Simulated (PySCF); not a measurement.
## Magnetisability: `N#CC1=PC=CC(C)=C1`, C7H6NP

Molfile (atoms numbered from 1):
```
C7H6NP
     RDKit          3D

 15 15  0  0  0  0  0  0  0  0999 V2000
   -1.9296   -1.0068    0.0771 C   0  0  0  0  0  0  0  0  0  0  0  0
   -0.6896   -0.1678    0.0321 C   0  0  0  0  0  0  0  0  0  0  0  0
   -0.8112    1.2212    0.0934 C   0  0  0  0  0  0  0  0  0  0  0  0
    0.2500    2.0965    0.0659 C   0  0  0  0  0  0  0  0  0  0  0  0
    1.9282    1.6695   -0.0482 P   0  0  0  0  0  0  0  0  0  0  0  0
    1.7573   -0.0726   -0.1106 C   0  0  0  0  0  0  0  0  0  0  0  0
    2.9488   -0.8208   -0.2107 C   0  0  0  0  0  0  0  0  0  0  0  0
    3.9135   -1.4370   -0.2902 N   0  0  0  0  0  0  0  0  0  0  0  0
    0.5530   -0.7699   -0.0683 C   0  0  0  0  0  0  0  0  0  0  0  0
   -1.6904   -2.0645    0.0067 H   0  0  0  0  0  0  0  0  0  0  0  0
   -2.5937   -0.7442   -0.7454 H   0  0  0  0  0  0  0  0  0  0  0  0
   -2.4699   -0.8334    1.0072 H   0  0  0  0  0  0  0  0  0  0  0  0
   -1.8110    1.6314    0.1675 H   0  0  0  0  0  0  0  0  0  0  0  0
    0.0381    3.1576    0.1192 H   0  0  0  0  0  0  0  0  0  0  0  0
    0.6022   -1.8513   -0.1177 H   0  0  0  0  0  0  0  0  0  0  0  0
  1  2  1  0
  2  3  2  0
  3  4  1  0
  4  5  2  0
  5  6  1  0
  6  7  1  0
  7  8  3  0
  6  9  2  0
  9  2  1  0
  1 10  1  0
  1 11  1  0
  1 12  1  0
  3 13  1  0
  4 14  1  0
  9 15  1  0
M  END
```

Computed, not measured: PySCF 2.14.0, GIAO PBE/pcSseg-1 magnetisability, rotational g tensor and spin-rotation constants, non-relativistic, gas phase. Geometry: GFN2-xTB.

Task: How diamagnetic is it, and how anisotropic?

Result: Isotropic -1349 × 10⁻³⁰ J/T², or -81.2 × 10⁻⁶ cm³/mol; principal values -2027, -1062, -957 × 10⁻³⁰ J/T², anisotropy 1022 × 10⁻³⁰ J/T² (root of half the summed squared differences of the principal values). The susceptibility is in cgs units.

Task: Split it along the inertial axes a, b, c into diamagnetic and paramagnetic parts about the centre of mass, with the quadrupole moment.

Result: 
| axis | χ (10⁻⁶ cm³/mol) | diamagnetic (10⁻⁶ cm³/mol) | paramagnetic (10⁻⁶ cm³/mol) | summed x² of all electrons (Å²) | quadrupole Θ (D Å) |
| --- | --- | --- | --- | --- | --- |
| a | -63.3 | -629.8 | 566.6 | 248.0 | -8.10 |
| b | -58.3 | -1113.2 | 1054.9 | 134.1 | +7.33 |
| c | -122.1 | -1621.1 | 1499.0 | 14.4 | +0.77 |

Anisotropies 2χaa − χbb − χcc = +53.8 and 2χbb − χaa − χcc = +68.8 × 10⁻⁶ cm³/mol. Θ is traceless in Buckingham's convention.

Task: And the rotational g tensor?

Result: 
```tsv
axis	rotational constant (GHz)	g	nuclear part	electronic part
a	2.2618	-0.0442	0.5578	-0.6020
b	1.1691	-0.0306	0.5487	-0.5794
c	0.7744	+0.0043	0.5497	-0.5454
```
Asymmetric top; isotopes 12C, 1H, 14N, 31P; no vibrational averaging.
